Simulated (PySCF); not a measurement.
Ga(Me)(Cl) (CH3ClGa), SMILES [CH3][Ga][Cl], multiplicity 2.

Geometry: B3LYP-D3(BJ)/def2-TZVP. The multiplicity is an assumed one; other spin states were not compared. The isomer is the one that the SMILES or the coordinates give; other isomers of the formula were not compared.

These are PySCF with TDA-CAM-B3LYP/def2-SVPD values and carry that method's errors.

Vertical excitations. 

```tsv
state	energy (eV)	λ (nm)	f	main pairs
root 1	2.84	437	0.028	α HOMO→LUMO 98 %
root 2	4.13	300	0.043	β HOMO→LUMO 91 %
root 3	4.51	275	0.004	β HOMO−1→LUMO 96 %
root 4	4.60	270	0.025	β HOMO−2→LUMO 90 %
root 5	5.22	238	0.118	α HOMO→LUMO+2 83 %
root 6	5.47	226	0.033	α HOMO→LUMO+1 81 %
root 7	5.73	216	0.001	α HOMO−1→LUMO 35 %, α HOMO−3→LUMO 7 %, β HOMO→LUMO+1 48 %
root 8	5.97	208	0.109	α HOMO→LUMO+3 62 %, α HOMO−2→LUMO 23 %
root 9	6.01	206	0.069	α HOMO−2→LUMO 45 %, α HOMO→LUMO+3 24 %, β HOMO−1→LUMO+1 25 %
root 10	6.08	204	0.016	α HOMO−1→LUMO 62 %, β HOMO→LUMO+1 28 %, β HOMO−2→LUMO+1 6 %
```
Unrestricted roots are not spin-pure.
